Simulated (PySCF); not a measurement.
ClFGeH2O2, SMILES [OH][Ge]([OH])([F])[Cl].

Geometry optimised at B3LYP-D3(BJ)/def2-SVP. This is a generated structure with no PubChem entry under its InChIKey; it may be hypothetical. One conformer was computed; it need not be the lowest.

Two levels are set side by side: TDDFT-PBE/def2-SVPD (PySCF) and TDDFT-PBE0/def2-SVPD (PySCF). Vertical, same geometry. The lowest singlet is HOMO→LUMO 99 % with PBE and HOMO→LUMO 95 % with the other functional; states are paired by order. Differences are taken from unrounded values.

```csv
quantity,TDDFT-PBE0,TDDFT-PBE,TDDFT-PBE minus TDDFT-PBE0
lowest singlet excitation (eV),6.87,5.94,-0.93
lowest triplet excitation (TDA) (eV),6.38,5.59,-0.79
first bright state (f over 0.05) (eV),7.59,6.56,-1.03
its oscillator strength,0.09,0.05,-0.04
```

A lower first singlet is the usual sign of a functional without exact exchange. Differences between two approximate levels are no errors against the true value.

Rough cost on one machine, each run with all the roots and properties that it gave: TDDFT-PBE0 against TDDFT-PBE about 5 times.
